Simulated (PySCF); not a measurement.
Isotope clusters of molecular radical cations, worked from isotope masses and abundances (centroid m/z, relative intensity):

1. 181.9657 (100.0), 182.9690 (5.4)
2. 146.1101 (100.0), 147.1136 (8.9), 148.1160 (0.6)
3. 89.0404 (100.0), 90.0402 (7.3), 91.0373 (3.5)
4. 156.0157 (100.0), 157.0187 (8.5), 158.0122 (4.8), 159.0151 (0.4)
5. 114.0134 (100.0), 115.0163 (6.3), 116.0099 (4.9)

Lines and terms under 0.3 % are left out. Candidates, as SMILES:
A. `C=CCPc1cccs1`
B. `[SiH](N)(N)/C=N\[H]`
C. `CC(C)[C@@H](C)[C@@H](C)C(=O)F`
D. `FC(F)(F)c1ccpcp1`
E. `OCc1cccs1`

Q: Match clusters and compounds, and give each formula.

A: 
1 = D, C5H3F3P2, monoisotopic mass of the neutral 181.9662 u; relative to that species, one 13C gives 5.4 % at +1.
2 = C, C8H15FO, monoisotopic mass of the neutral 146.1107 u; relative to that species, one 13C gives 8.7 % at +1.
3 = B, CH7N3Si, monoisotopic mass of the neutral 89.0409 u; relative to that species, one 29Si gives 5.1 % at +1, one 15N gives 1.1 % at +1, one 13C gives 1.1 % at +1 and one 30Si gives 3.3 % at +2.
4 = A, C7H9PS, monoisotopic mass of the neutral 156.0163 u; relative to that species, one 13C gives 7.6 % at +1, one 33S gives 0.8 % at +1 and one 34S gives 4.5 % at +2.
5 = E, C5H6OS, monoisotopic mass of the neutral 114.0139 u; relative to that species, one 13C gives 5.4 % at +1, one 33S gives 0.8 % at +1 and one 34S gives 4.5 % at +2.

Q: Weight all lines of cluster 1 by their intensities. What mean results?

A: 182.020 u over all lines, faint ones too (the ion lacks one electron, 0.0005 u); standard atomic weights give 182.021 g/mol for C5H3F3P2.

Q: Give the exact less the nominal mass of each, in mDa.

A: C7H9PS +16.3, CH7N3Si +40.9, C8H15FO +110.7, C5H3F3P2 -33.8, C5H6OS +13.9 (neutral, monoisotopic).

Abundances used (%; other tables differ somewhat): 12C 98.93, 13C 1.07; 1H 99.9885, 2H 0.0115; 16O 99.757, 17O 0.038, 18O 0.205; 14N 99.632, 15N 0.368; 28Si 92.2297, 29Si 4.6832, 30Si 3.0872; 32S 94.93, 33S 0.76, 34S 4.29, 36S 0.02.

Isomers would give the same cluster, so the cluster fixes the formula at best.

Masses and patterns are calculated from tabulated isotope masses and abundances.
